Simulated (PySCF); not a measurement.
C3H8OSi2, SMILES O[Si@@H]1CC=C[SiH2]1.

Geometry optimised at B3LYP-D3(BJ)/def2-SVP. The structure was generated by enumeration; whether it is a known compound was not checked. Other conformers were not sampled.

Calculation: SMD-ωB97X/6-31G* run with PySCF.

Solvation free energies are E(SMD) − E(gas) at the gas-phase geometry, for 1 M in both phases. In vacuum the dipole moment is 1.51 D.

```json
[
 {"solvent": "water", "ΔG(solv) (kcal/mol)": "-3.2", "its non-electrostatic (CDS) part": "4.0", "dipole (D)": "2.06"},
 {"solvent": "acetonitrile", "ΔG(solv) (kcal/mol)": "-4.9", "its non-electrostatic (CDS) part": "-0.5", "dipole (D)": "1.93"},
 {"solvent": "dichloromethane", "ΔG(solv) (kcal/mol)": "-5.3", "its non-electrostatic (CDS) part": "-1.3", "dipole (D)": "1.87"}
]
```
